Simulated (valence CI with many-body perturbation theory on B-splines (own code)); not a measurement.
**E1 line list for S⁹⁺**

Computed by relativistic CI+MBPT: five valence electrons over a frozen Dirac-Fock core [He], a basis of 11 s, 11 p, 10 d, 8 f, 5 g, 2 h functions for each j, with the one-electron correlation potential Σ1 (screened to all orders), the two-electron term Σ2, the three-electron term Σ3, Breit, model QED; selected single and double excitations, second order for the rest, scaled by the run's own slope (own B-spline code, finite nucleus).

No measured spectrum was set against this ion. As an estimate, levels of excited configurations hold to 0.05 to 0.15 % of their energy, terms of the ground configuration to about 0.5 %. Among the levels kept, up to 5000 cm⁻¹ of a level comes from second order outside the variational space, and about a tenth of that is noise between levels of different J, which matters for small intervals.

Lines 1 to 50 of 573 in falling wavelength, among levels below 348.41 eV, chosen from the strongest by gf and those to the six lowest levels. Wavelengths and rates use the calculated energies, so an error of 300 cm⁻¹ moves a line at 1416 Å by 0.42 % and its rate by three times that or more. Electric multipoles are in the length gauge, E1 and E2 with the static RPA response of the core. Weak lines are less certain than strong ones. Lines between different terms over intervals too small for the method are left out, as are lines whose strength nearly cancels. The highest levels of a list are the least certain.

Names give the largest LS component (configuration and term), which can be under half, so a name can repeat, a term be missing and a line seem to break the LS rules; names also repeat where a configuration has a term twice. Letters in brackets count levels of one name in rising energy.

```
λ vac (Å)                   Upper                   Lower   A (s⁻¹)  S (a.u.) with core polarisation  S without
     1416    2s.2p3.3p 2P_3/2 [a]   2s.2p3.3s 2D°_5/2 [a]  1.37e+08                         7.70e-01   7.70e-01
     1364    2s.2p3.3p 2P_1/2 [a]   2s.2p3.3s 2D°_3/2 [a]  2.10e+08                         5.26e-01   5.26e-01
     1176    2s.2p3.3p 2F_7/2 [a]   2s.2p3.3s 2D°_5/2 [a]  4.35e+08                         2.79e+00   2.79e+00
     1168    2s.2p3.3p 2F_5/2 [a]   2s.2p3.3s 2D°_3/2 [a]  4.20e+08                         1.98e+00   1.98e+00
     1164    2s.2p3.3p 4P_5/2 [a]   2s.2p3.3s 4S°_3/2 [a]  3.92e+08                         1.83e+00   1.83e+00
     1157    2s.2p3.3p 4P_3/2 [a]   2s.2p3.3s 4S°_3/2 [a]  4.00e+08                         1.22e+00   1.22e+00
     1151    2s.2p3.3p 4P_1/2 [a]   2s.2p3.3s 4S°_3/2 [a]  4.04e+08                         6.08e-01   6.08e-01
     1133    2s.2p3.3p 2P_1/2 [b]   2s.2p3.3s 2P°_1/2 [a]  2.83e+08                         4.06e-01   4.06e-01
     1097    2s.2p3.3p 2P_3/2 [b]   2s.2p3.3s 2P°_3/2 [a]  4.13e+08                         1.08e+00   1.08e+00
     1052    2s.2p3.3p 2P_3/2 [c]   2s.2p3.3s 2D°_5/2 [b]  2.66e+08                         6.11e-01   6.12e-01
     1047   2s.2p3.3d 4D°_7/2 [b]    2s.2p3.3p 4P_5/2 [b]  2.28e+08                         1.03e+00   1.03e+00
     1039   2s.2p3.3d 4D°_5/2 [b]    2s.2p3.3p 4P_3/2 [b]  1.69e+08                         5.63e-01   5.63e-01
     1014    2s.2p3.3p 2D_3/2 [b]   2s.2p3.3s 2P°_1/2 [a]  5.94e+08                         1.22e+00   1.22e+00
     1002    2s.2p3.3p 2D_5/2 [b]   2s.2p3.3s 2P°_3/2 [a]  6.95e+08                         2.07e+00   2.07e+00
     1001    2s.2p3.3p 4D_1/2 [a]       2s.2p3.3s 4D°_3/2  3.37e+08                         3.34e-01   3.34e-01
    997.3    2s.2p3.3p 4D_3/2 [a]       2s.2p3.3s 4D°_3/2  3.22e+08                         6.30e-01   6.30e-01
    996.2    2s.2p3.3p 4D_3/2 [a]       2s.2p3.3s 4D°_5/2  2.57e+08                         5.01e-01   5.02e-01
    986.7    2s.2p3.3p 4D_5/2 [a]       2s.2p3.3s 4D°_7/2  1.62e+08                         4.60e-01   4.60e-01
    984.7    2s.2p3.3p 4D_5/2 [a]       2s.2p3.3s 4D°_5/2  5.66e+08                         1.60e+00   1.60e+00
    982.3    2s.2p3.3p 2F_5/2 [b]   2s.2p3.3s 2D°_3/2 [b]  7.28e+08                         2.04e+00   2.05e+00
    980.6      2s2.2p2.3p 4D°_3/2       2s2.2p2.3s 4P_3/2  2.87e+08                         5.34e-01   5.34e-01
    977.2        2s.2p3.3p 4S_3/2       2s.2p3.3s 4P°_5/2  3.66e+08                         6.74e-01   6.74e-01
    975.9    2s.2p3.3p 4D_7/2 [a]       2s.2p3.3s 4D°_7/2  7.76e+08                         2.85e+00   2.85e+00
    972.5    2s.2p3.3p 4P_1/2 [d]   2s.2p3.3s 4S°_3/2 [b]  6.51e+08                         5.91e-01   5.91e-01
    971.7        2s.2p3.3p 4S_3/2       2s.2p3.3s 4P°_3/2  2.39e+08                         4.33e-01   4.33e-01
    966.4    2s.2p3.3p 4P_5/2 [d]   2s.2p3.3s 4S°_3/2 [b]  7.18e+08                         1.92e+00   1.92e+00
    966.2    2s.2p3.3p 4P_3/2 [d]   2s.2p3.3s 4S°_3/2 [b]  6.13e+08                         1.09e+00   1.09e+00
    964.6   2s2.2p2.3d 2F_5/2 [b]  2s2.2p2.3p 2P°_3/2 [b]  2.69e+08                         7.14e-01   7.14e-01
    963.7   2s2.2p2.3d 2D_3/2 [b]  2s2.2p2.3p 2P°_1/2 [b]  2.20e+08                         3.89e-01   3.89e-01
    962.1    2s.2p3.3p 2F_7/2 [b]   2s.2p3.3s 2D°_5/2 [b]  8.41e+08                         2.96e+00   2.96e+00
    960.3      2s2.2p2.3p 4D°_1/2       2s2.2p2.3s 4P_1/2  6.49e+08                         5.67e-01   5.67e-01
    956.8  2s2.2p2.3p 2D°_3/2 [a]       2s2.2p2.3s 2P_1/2  4.95e+08                         8.56e-01   8.56e-01
    951.2  2s2.2p2.3p 2D°_5/2 [a]       2s2.2p2.3s 2P_3/2  5.65e+08                         1.44e+00   1.44e+00
    946.1      2s2.2p2.3p 4D°_7/2       2s2.2p2.3s 4P_5/2  8.03e+08                         2.69e+00   2.69e+00
    944.8    2s.2p3.3p 2D_3/2 [d]   2s.2p3.3s 2P°_1/2 [b]  7.88e+08                         1.31e+00   1.31e+00
    940.6      2s2.2p2.3p 4D°_5/2       2s2.2p2.3s 4P_3/2  6.95e+08                         1.71e+00   1.71e+00
    938.5      2s2.2p2.3p 4D°_3/2       2s2.2p2.3s 4P_1/2  4.81e+08                         7.85e-01   7.85e-01
    936.4    2s.2p3.3p 2D_5/2 [d]   2s.2p3.3s 2P°_3/2 [b]  8.69e+08                         2.11e+00   2.11e+00
    935.8        2s.2p3.3p 4F_3/2       2s.2p3.3s 4D°_1/2  7.67e+08                         1.24e+00   1.24e+00
    935.6      2s2.2p2.3p 4P°_3/2       2s2.2p2.3s 4P_5/2  2.71e+08                         4.38e-01   4.38e-01
    932.8    2s.2p3.3p 4D_5/2 [b]       2s.2p3.3s 4P°_5/2  2.80e+08                         6.74e-01   6.74e-01
    931.2        2s.2p3.3p 4F_5/2       2s.2p3.3s 4D°_3/2  9.06e+08                         2.17e+00   2.17e+00
    931.1    2s.2p3.3p 4D_1/2 [b]       2s.2p3.3s 4P°_1/2  7.75e+08                         6.18e-01   6.18e-01
    930.5    2s.2p3.3p 4D_3/2 [b]       2s.2p3.3s 4P°_3/2  5.12e+08                         8.14e-01   8.14e-01
    929.7   2s.2p3.3d 4P°_5/2 [b]    2s.2p3.3p 4P_5/2 [c]  2.33e+08                         5.54e-01   5.54e-01
    929.2    2s.2p3.3p 4D_3/2 [b]       2s.2p3.3s 4P°_1/2  3.87e+08                         6.13e-01   6.13e-01
    928.5      2s2.2p2.3p 2F°_5/2       2s2.2p2.3s 2D_3/2  8.64e+08                         2.05e+00   2.05e+00
    928.3    2s.2p3.3p 4D_7/2 [b]       2s.2p3.3s 4P°_5/2  9.47e+08                         2.99e+00   2.99e+00
    928.2   2s.2p3.3d 4P°_5/2 [b]    2s.2p3.3p 4P_3/2 [c]  1.31e+08                         3.09e-01   3.09e-01
    927.8    2s.2p3.3p 4D_5/2 [b]       2s.2p3.3s 4P°_3/2  6.66e+08                         1.58e+00   1.58e+00
```
